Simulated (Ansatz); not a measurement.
BeMe2 (C₂H₆Be). The state is a singlet with charge 0. Geometry relaxed at r2SCAN-D4/def2-TZVP.

```csv
atom,x (Å),y (Å),z (Å)
Be1,-0.0067,-0.0028,-0.0010
C2,-0.5178,0.7206,1.4272
H3,-1.0462,0.0205,2.0840
H4,-1.2021,1.5577,1.2481
H5,0.3203,1.1218,2.0085
C6,0.5154,-0.7217,-1.4275
H7,1.2644,-1.5014,-1.2480
H8,0.9756,0.0015,-2.1104
H9,-0.3029,-1.1963,-1.9808
```

Problem. Estimate the harmonic wavenumbers at RKS r2SCAN-D4/def2-TZVP (Ansatz, unscaled). Is this a minimum?

Solution. 39, 200, 200, 547, 547, 551, 742, 742, 1106, 1220, 1250, 1438, 1438, 1441, 1441, 3008, 3009, 3080, 3080, 3081, 3081 cm⁻¹. Yes, no mode is imaginary beyond noise. Zero-point energy 186.9 kJ/mol. It took 35 s on 4 threads of Arm Neoverse V2 on a shared host.
